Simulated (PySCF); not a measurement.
Computed IR spectrum (relative IR intensity) of a molecule C₄H₈ClF. Geometry: PBE0-D3(BJ)/def2-SVP. Other conformers were not sampled. Computed with PBE0-D3(BJ)/def2-SVP in PySCF 2.14.0. Frequencies are harmonic and unscaled.

```tsv
ν (cm⁻¹)	relative intensity
260	2.5
561	9.4
753	43
854	31
966	8.2
987	14
1145	100
1168	16
1290	23
1355	3.6
1383	16
1399	2.9
1405	13
1473	9.0
1489	14
3048	10
3058	13
3066	10.0
3117	17
3151	14
3164	16
3172	6.6
```

Question: Which molecule gave these data?
A) CC[C@@](C)(F)Cl
B) C[C@H](F)CCCl
C) C[C@H](F)[C@H](C)Cl
D) CC(C)[C@H](F)Cl

Answer: D, CC(C)[C@H](F)Cl
